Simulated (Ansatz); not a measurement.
Abstraction of H: C2H8InN + IO → C2H7InN + HOI

Species: C2H8InN `C[N](C)[InH2]`, singlet; IO, doublet; C2H7InN `C[N](C)[InH]`, doublet; HOI `OI`, singlet. A radical takes H: the energy is the difference in strength between the In–H bond broken and the O–H bond made.

Shapes, held fixed at every level: PBE0-D4/def2-TZVP. Flexible molecules stand in one conformer, not always the lowest. Programs: Ansatz 0.2.0. Electronic energies: no zero-point or thermal term.

(1) Estimate ΔE of this reaction.

Results:

(1) The highest level, CCSD(T)/def2-TZVPP, gives ΔE = -117.1 kJ/mol; the levels span -172.1 to -95.5. The column of differences is taken from that level and isn't an error. No measured value is set beside it here. T1 is large for IO (0.043), so single-reference values are less sure there. Spin contamination: IO (⟨S²⟩ up to 0.78). Open shells run unrestricted. For atoms past krypton def2 sets carry core potentials with scalar relativity. Outer-core shells of I, In are correlated, in sets that cover them unevenly.

```tsv
level	kind	ΔE (kJ/mol)	less CCSD(T)/def2-TZVPP
MP2/def2-TZVPP	perturbation theory	-172.1	-55.0
HF/def2-TZVPP	Hartree–Fock	-95.5	+21.6
r2SCAN-D4/def2-TZVPP	meta-GGA	-110.1	+7.0
PBE0-D4/def2-TZVPP	global hybrid	-118.3	-1.2
wB97M-V/def2-TZVPP	range-separated hybrid	-120.2	-3.1
wB97X-V/def2-TZVPP	range-separated hybrid	-109.6	+7.5
CCSD/def2-TZVPP	coupled cluster or CI	-117.8	-0.7
CCSD(T)/def2-TZVPP	coupled cluster or CI	-117.1	0.0
```
